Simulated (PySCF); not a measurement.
# Dipole moment and polarisability of `CO[Si@@H]1CC[C@@H]1F`

C₄H₉FOSi.
Structure used (GFN2-xTB), in Å, numbered top down from 1:
```
atom  x, y, z in Å
C1     2.5977    0.8049   -0.4208
O2     1.2431    0.6721   -0.7551
Si3    0.2172   -0.5458   -0.5068
C4    -1.5575    0.0637   -0.8061
C5    -1.9087   -0.0580    0.6930
C6    -0.6209   -0.7046    1.2316
F7    -0.0593    0.0270    2.2713
H8     2.9334    1.7754   -0.7861
H9     3.1883    0.0149   -0.8886
H10    2.7326    0.7569    0.6606
H11    0.6902   -1.8217   -1.0442
H12   -2.1594   -0.5977   -1.4228
H13   -1.6786    1.0710   -1.1948
H14   -2.7950   -0.6613    0.8800
H15   -2.0510    0.9175    1.1535
H16   -0.7797   -1.7051    1.6419
```

Level: PBE0/def2-SVPD (PySCF), static field, nuclei fixed, core orbitals frozen in the response. The polarisability tensor in these axes (au):

```
x   86.32  1.03 -3.87
y    1.03 67.98  0.23
z   -3.87  0.23 72.08
```

Q: Diagonalise the tensor; give its mean and Δα, where Δα² is half the sum of the squared differences of the eigenvalues.

A: Principal values 67.86, 71.17 and 87.35 au; mean 75.46 au = 11.18 Å³ = 12.44 × 10⁻⁴⁰ C²·m²/J; Δα = 18.07 au (24 % of the mean).

Q: What is the dipole moment, and where does it point?

A: (0.35, -0.84, -1.23) D, 1.52 D in size, pointing from the negative to the positive side. Measured along this direction, the outermost atoms are H15 and F7 at the negative end and H11 at the positive end.

Q: What depolarisation ratio follows for Rayleigh scattering of linearly polarised light, taking the static tensor?

A: ρ = 3Δα²/(45ᾱ² + 4Δα²) = 979.1/(256256 + 1305.5) = 0.0038.

Q: What would n − 1 = 2πNα be for an ideal gas of these molecules at 298.15 K and 1 atm, electronic part alone?

A: N = p/kT = 2.4615 × 10¹⁹ cm⁻³, so n − 1 = 2π × N × 11.18 × 10⁻²⁴ cm³ = 1729 × 10⁻⁶ at long wavelengths, for an ideal gas.

Q: Sum over states: ᾱ = Σ f/ω², ω in Eh. What share falls to these 6 lowest TDDFT singlets (eV, f)? 6.02, 0.0103; 6.72, 0.0082; 6.93, 0.0560; 7.09, 0.0186; 7.39, 0.0094; 7.46, 0.0321.

A: They add up to 2.04 au, 2.7 % of the 75.46 au; the largest single term is 0.86 au, from the state at 6.93 eV. Terms in order: 0.21, 0.13, 0.86, 0.27, 0.13, 0.43 au. Higher excitations give the rest. The strengths listed sum to 0.135.

Q: Molar refractivity from α?

A: Lorentz–Lorenz: R = (4π/3)N_A α = 2.5225 cm³/(mol·Å³) × 11.18 Å³ = 28.2 cm³/mol, in the limit of long wavelengths.

Geometry: GFN2-xTB, one conformer, isolated molecule.

The run behind these numbers computed excited states as well. On one thread of an Intel Xeon Platinum 8488C, shared host with 96 logical CPUs at a one-minute load of 29, this took 31 s of wall time and 0.85 GiB of memory at its peak.
